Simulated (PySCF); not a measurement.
# Structure from 2D NMR

Compound of formula C₆H₄N₂. Correlations simulated from computed shifts and the bond graph:

HSQC (one-bond C–H):
```csv
δH,δC
9.22,162.5
9.06,160.2
8.09,146.9
7.47,128.4
```

COSY cross peaks (H two or three bonds apart, from the bond graph; peaks can be absent where the dihedral angle is near 90°):
```csv
δH,δH
9.06,7.47
8.09,7.47
```

HMBC (two and three bonds, from the bond graph):
```csv
δH,δC
9.22,"160.2, 146.9, 123.6, 116.4"
9.06,"162.5, 146.9, 128.4"
8.09,"162.5, 160.2, 128.4, 123.6, 116.4"
7.47,"160.2, 146.9, 116.4"
```

Carbons without hydrogens: δ 123.6, 116.4.

PySCF 2.14 calculation with PBE0-D3(BJ)/def2-TZVP structure and shieldings: GIAO B97-2/pcSseg-2; isolated molecule, relativity neglected, one conformer.

Chemical shifts δ = σref − σ; 1H (σ = 31.64 ppm) and 13C (σ = 185.38 ppm) vs TMS, all at this level.

Exchangeable hydrogens are left out of these lists.

Q: Assemble the structure.

A: SMILES C1=CC=C(C#N)C=N1.

Structure with atom numbers: `[N:1]#[C:2][c:3]1[cH:4][cH:5][cH:6][n:7][cH:8]1`; H(Xn) means a hydrogen on atom n.

- δC 162.5 is C8, an aromatic CH next to a ring nitrogen (δH 9.22).
- δC 160.2 is C6, an aromatic CH next to a ring nitrogen (δH 9.06).
- δC 146.9 is C4, an aromatic CH (δH 8.09).
- δC 128.4 is C5, an aromatic CH (δH 7.47).
- δC 123.6 is C2, a nitrile carbon.
- δC 116.4 is C3, a substituted aromatic carbon.
- HMBC from δH 9.22 reaches the proton-free carbons C2, C3.
- HMBC from δH 8.09 reaches the proton-free carbons C2, C3.
- HMBC from δH 7.47 reaches the proton-free carbon C3.
- COSY links 9.06–7.47, 8.09–7.47.

This is the structure that produced the data.

Shifts are as computed. Against solution values, carbons near 30 ppm lie about +3 ppm off and those near 130 ppm about +7 ppm. Of 1211 compounds with measured shifts, 218 miss one by over three times the rms of a fit or turn the order of signals round; such compounds aren't used in these exercises.
